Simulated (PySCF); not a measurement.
Diatomic cations of Se with group 14

PBE0 with double-zeta basis sets in PySCF, for the lowest determinant that a PBE0 search found; no spin–orbit coupling. De refers to high-spin ground-configuration atoms (the charge goes to the atom of lower measured ionisation energy or higher electron affinity, which is not always the lowest computed limit). A positive dipole points towards Se; it is taken about the centre of mass and depends on that origin.

| M | basis | charged atom | state (unpaired electrons) | Re (Å) | ωe (cm⁻¹) | De (eV) | μ (D) |
| --- | --- | --- | --- | --- | --- | --- | --- |
| Si | def2-SVP | Si+ | doublet (π ↑) | 2.214 | 472 | 3.79 | -4.20 |
| Ge | cc-pVDZ-PP | Ge+ | doublet (π ↑) | 2.302 | 325 | 3.42 | -2.66 |
| Sn | def2-SVP | Sn+ | doublet (π ↑) | 2.508 | 266 | 3.01 | -2.91 |
| Pb | def2-SVP | Pb+ | doublet (π ↑) | 2.595 | 232 | n/a | -2.36 |

The shortest bond is that of SiSe⁺ (2.214 Å), the longest that of PbSe⁺ (2.595 Å).

The rows differ in basis set, which adds steps of its own.

Down a group the atoms grow and get heavier, so bonds lengthen and wavenumbers fall; this series shows no clear exception.

Spin–orbit coupling is left out, which matters for elements this heavy, above all for dissociation energies. For an ion De counts to the pair picked by the measured ionisation energies or electron affinities, which need not be the lowest pair at this level. States were picked by a PBE0 search and need not be the measured ground states.
